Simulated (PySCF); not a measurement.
Ga(Cl)2(SiH3) (Cl2GaH3Si), SMILES [SiH3][Ga]([Cl])[Cl]. Atoms are numbered in the order given.

```xyz
7

Ga    -0.0222     0.0071    -0.0045
Cl    -1.8141    -1.1816    -0.2549
Cl    -0.1163     1.9180    -1.0185
Si     1.9012    -0.7233     1.2396
H      2.4960     0.4405     1.9535
H      2.8909    -1.2759     0.2708
H      1.5003    -1.7791     2.2096
```

Coordinates come from a B3LYP-D3(BJ)/def2-SVP optimisation. The structure was generated by enumeration; whether it is a known compound was not checked.

Two levels are set side by side: PBE/pcSseg-1 (PySCF) and HF/pcSseg-1 (PySCF). GIAO shifts against HCl (³⁵Cl), TMS (²⁹Si), TMS (¹H) at the same level; non-relativistic, no solvent, atoms listed together averaged. Without spin–orbit terms, shifts of atoms bonded to Cl or Br come out too high at both levels. Differences are taken from unrounded values.

```tsv
quantity	PBE
δ(²⁹Si) of Si4 (ppm)	-106.4
δ(¹H) of H5, H6, H7 (ppm)	4.01
```

These are the PBE values. What does HF give? (Estimate from the structure and the level; the computed values follow.)


| quantity | HF | PBE minus HF |
|---|---|---|
| δ(²⁹Si) of Si4 (ppm) | -102.4 | -4.1 |
| δ(¹H) of H5, H6, H7 (ppm) | 3.70 | 0.31 |

Rough cost on one machine, each run with all the roots and properties that it gave: HF against PBE within a factor of 2.
